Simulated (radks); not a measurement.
The numbers below are computed, except where a source is named.
Ionisation of the niobium ion Nb+, [Kr] 4d4, to Nb2+, [Kr] 4d3, under several functionals. Scalar-relativistic Kohn-Sham, spin-polarised, spherical densities, point nucleus; open shells are filled with parallel spins first (spin-orbit coupling, left out, can overturn this in heavy ions); a radial shooting solver on a logarithmic mesh with Libxc functionals.

\begin{tabular}{lrrrrrr}
functional & E(Nb+) (hartree) & Exc (hartree) & IE (eV) & -e(HOMO) (eV) & <r> HOMO (bohr) & IE error (eV) \\ \hline
SOGGA & -3817.04965 & -116.21775 & 14.841 & 10.079 & 2.031 & +0.521 \\
PBE & -3819.46259 & -118.65977 & 14.922 & 10.150 & 2.032 & +0.602 \\
BP86 & -3820.30236 & -119.50564 & 14.985 & 10.227 & 2.032 & +0.665 \\
LDA (Slater exchange, VWN5 correlation) & -3815.39097 & -114.53163 & 15.043 & 10.283 & 2.038 & +0.723 \\
OLYP & -3821.02885 & -120.33782 & 14.765 & 9.933 & 2.006 & +0.445 \\
AM05 & -3815.58589 & -114.73811 & 14.882 & 10.124 & 2.031 & +0.562 \\
LDA (Slater exchange, Perdew-Wang correlation) & -3815.37391 & -114.51407 & 15.036 & 10.277 & 2.038 & +0.716 \\
\end{tabular}

NIST Atomic Spectra Database: 14.320 eV (semi-empirical). Closest: OLYP. The Delta-SCF values span 0.28 eV, the total energies 5.65 hartree. The highest occupied level is 4d. Open shells are spherical and high-spin; term and fine-structure splittings are not resolved.
